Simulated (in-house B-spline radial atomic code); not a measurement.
The numbers below are computed, except where a source is named.
**Ghost states of the separable form: S**

S, [Ne] 3s2 3p4, non-relativistic LDA (VWN5), spherical and spin-unpolarised, from a B-spline radial code for spherical atoms (atomic units; all potentials screened as in the neutral atom).

Troullier-Martins channels: 3s (ε = -0.6309, r_c = 1.378 bohr), 3p (ε = -0.2617, r_c = 1.523 bohr). In the Kleinman-Bylander form one channel serves as the local potential, and each other channel l becomes |δV u><u δV|/<u|δV|u>, with δV = V_l − V_local and u the pseudo-orbital. Its strength is E_KB = <u|δV²|u>/<u|δV|u>. By the analysis of Gonze, Stumpf and Scheffler a spurious state lies below the reference level ε if E_KB > 0 and ε is above the second level of the local potential alone, or if E_KB < 0 and ε is above its first. The table's levels are those of angular momentum l in a sphere of 9 bohr, whose wall can lift a shallow ε a little above its free-atom value.

```tsv
local	channel	<u δV u>	<u δV² u>	ε	first local level	second local level
p	s	0.15743	0.46785	-0.6309	-0.9796	-0.0294
s	p	-0.097975	0.28189	-0.2616	-0.2034	0.1035
```

Question: Apply the rule to each row.

Answer: Local p, channel s: E_KB = +2.97, so ε = -0.6309 is set against -0.0294: no ghost. Local s, channel p: E_KB = -2.88, so ε = -0.2616 is set against -0.2034: no ghost.

Diagonalising the separable Hamiltonian gives:

```
local  channel      three lowest levels  all-electron, two lowest valence levels
    p        s  -0.6309, 0.0175, 0.2909                          -0.6309, 0.0177
    s        p  -0.2616, 0.0893, 0.3844                          -0.2616, 0.0894
```

Question: Which choices of local channel are safe?

Answer: All are free of ghosts. Among the safe choices the second level, which tests transfer, is off by at most 0.1 millihartree (s local), 0.2 millihartree (p local).
